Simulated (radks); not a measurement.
Species: Au XL. Configuration: [Kr] 4d4.

All-electron calculation, scalar-relativistic Kohn-Sham, LB94 model potential, spin-polarised, spherical densities, finite nucleus; open shells are filled with parallel spins first (spin-orbit coupling, left out, can overturn this in heavy ions); Fermi nuclear charge, rms radius 5.4371 fm. Program: a radial shooting solver on a logarithmic mesh with Libxc functionals.

Energy parts (Ry):
part                   energy
kinetic            40726.5861
electron-nucleus  -84603.0527
Hartree             8304.4345
(The LB94 potential has no energy functional, so no total or exchange-correlation energy is given.)

Orbitals (lengths in bohr, moments of r in powers of bohr; r(max) is where P^2 peaks):
orbital  occ.  eigenvalue (Ry)   r(max)  <1/r>
1s up       1        -6082.653  0.01041  95.80
1s down     1        -6082.668  0.01041  95.80
2s up       1        -1181.058  0.06012  22.47
2s down     1        -1180.950  0.06011  22.48
2p up       3        -1039.263  0.04976  20.01
2p down     3        -1039.192  0.04976  20.02
3s up       1        -375.1592   0.1689  8.404
3s down     1        -375.1019   0.1690  8.394
3p up       3        -333.8744   0.1681  7.688
3p down     3        -333.8090   0.1682  7.680
3d up       5        -290.4716   0.1366  7.237
3d down     5        -290.2811   0.1367  7.231
4s up       1        -166.6436   0.3646  3.954
4s down     1        -166.1478   0.3641  3.966
4p up       3        -151.6574   0.3778  3.662
4p down     3        -151.1341   0.3773  3.671
4d up       4        -134.7566   0.3726  3.429
4d down     0        -134.2748   0.3718  3.440

The highest occupied level is 4d up at -1833.5 eV. Spin moment in Bohr magnetons: 4.
